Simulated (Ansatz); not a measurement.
Geometry optimisation, RKS PBE-D4/def2-SVP in Ansatz.

Input:

```yaml
crystal:
  periodic: [false, false, false]
  atoms:
    - { symbol: Ge, position_ang: [-0.485478, 0.887848, -1.69014] }
    - { symbol: H, position_ang: [0.889567, 0.292386, -1.402192] }
    - { symbol: H, position_ang: [-0.636834, 1.023076, -3.228234] }
    - { symbol: H, position_ang: [-0.596953, 2.282905, -1.038214] }
    - { symbol: H, position_ang: [-1.578976, -0.061414, -1.148949] }
    - { symbol: H, position_ang: [1.137193, 0.347175, 0.503402] }
    - { symbol: O, position_ang: [0.520183, 0.34918, 1.256665] }
    - { symbol: C, position_ang: [0.257296, -0.997319, 1.59932] }
    - { symbol: H, position_ang: [-0.170784, -1.592815, 0.756134] }
    - { symbol: H, position_ang: [1.158928, -1.537851, 1.977614] }
    - { symbol: H, position_ang: [-0.494242, -0.993172, 2.414493] }
basis:
  gaussian: { orbitals: def2-SVP }
hamiltonian:
  xc: pbe
  dispersion: d4
relax:
  f_tol: 0.03
  max_steps: 50
```

Command:

```bash
$ ansatz run input.yaml --threads 2 --pin off --max-ram 3072MiB --backend cpu --events-out ev --progress --plain --runs-dir out
```

Question: Where does it end, and by what steps?

Answer: The forces met the threshold. The force dipped under the threshold on the way, but the program's further checks kept it going. After 14 steps the energy has fallen by 0.023 eV; H11 moved furthest, 0.37 Å.

| step | energy less start (eV) | largest force component (eV/Å) | accepted |
| --- | --- | --- | --- |
| 0 | 0.0000 | 0.446 | yes |
| 1 | -0.0036 | 0.114 | yes |
| 2 | 0.0854 | 0.882 | no |
| 3 | -0.0117 | 0.048 | yes |
| 4 | -0.0159 | 0.071 | yes |
| 5 | -0.0178 | 0.046 | yes |
| 6 | -0.0195 | 0.011 | yes |
| 7 | -0.0192 | 0.220 | no |
| 8 | -0.0207 | 0.032 | yes |
| 9 | -0.0210 | 0.106 | yes |
| 10 | -0.0217 | 0.036 | yes |
| 11 | -0.0221 | 0.007 | yes |
| 12 | -0.0224 | 0.025 | yes |
| 13 | -0.0224 | 0.047 | yes |
| 14 | -0.0225 | 0.029 | yes |

```xyz
11
Properties=species:S:1:pos:R:3
Ge -0.509 0.880 -1.693
H 0.921 0.278 -1.667
H -0.914 1.068 -3.181
H -0.525 2.254 -0.988
H -1.501 -0.100 -1.026
H 1.396 0.326 0.725
O 0.556 0.347 1.219
C 0.231 -0.986 1.568
H 0.074 -1.649 0.683
H 0.996 -1.463 2.227
H -0.723 -0.956 2.132
```

Whether the end is a true minimum wasn't checked by a vibrational analysis.

The run took 18 s on 2 threads of Intel(R) Xeon(R) Platinum 8488C (Sapphire Rapids), with other jobs on the host, peak memory 0.15 GiB.
